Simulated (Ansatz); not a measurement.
Computed with Ansatz on PBE0-D4/def2-TZVP structures; ΔE is electronic, products minus reactants. CBS: MP2 limit from def2 TZ/QZ plus the TZ coupled-cluster correction, frozen cores. DFT in def2-TZVPP. B3LYP here is the variant with VWN-RPA as its local correlation; programs differ in this. For Ge outer-core shells are correlated without core-valence functions, which leaves a few kJ/mol of doubt a bond. Scalar relativity is left out up to krypton. One conformer a species, not always the lowest.

Consider the isomerisation: `CC#[C][GeH2][NH2]` → `C=[C]1[CH2][GeH]1[NH2]`.

```
             level  ΔE (kJ/mol)  difference from CCSD(T)/CBS
            PBE-D4         53.7                        -20.4
         r2SCAN-D4         65.9                         -8.2
           PBE0-D4         59.7                        -14.4
          B3LYP-D4         77.4                          3.3
           ωB97X-V         73.2                         -0.9
           ωB97M-V         75.1                          1.0
            B2PLYP         86.5                         12.4
               PBE         56.8                        -17.3
            r2SCAN         66.6                         -7.5
              PBE0         62.3                        -11.8
             B3LYP         82.5                          8.4
     HF/def2-TZVPP        120.8                         46.7
    MP2/def2-TZVPP         85.4                         11.3
SCS-MP2/def2-TZVPP         93.3                         19.2
   CCSD/def2-TZVPP         86.7                         12.6
CCSD(T)/def2-TZVPP         81.6                          7.5
     HF/def2-QZVPP        120.4                         46.3
    MP2/def2-QZVPP         81.0                          6.9
SCS-MP2/def2-QZVPP         89.8                         15.7
      HF/CBS(def2)        120.3                         46.2
     MP2/CBS(def2)         78.0                          3.9
    CCSD/CBS(def2)         79.3                          5.2
       CCSD(T)/CBS         74.1                            0
```

Largest T1 diagnostic among the species: 0.012.

In def2-TZVPP, CCSD(T) changes the Hartree–Fock value by −39.2 kJ/mol (the triples alone add −5.1 kJ/mol) and MP2 by −35.4 kJ/mol. The D4 term adds −5.0 kJ/mol with B3LYP and −2.6 kJ/mol with PBE0; it sums over pairs of atoms, weighted by their polarisabilities, and B3LYP, whose exchange is more repulsive, gets the larger term. From PBE to PBE0 (25 % exact exchange), in def2-TZVPP and without D4, ΔE moves by +5.5 kJ/mol.
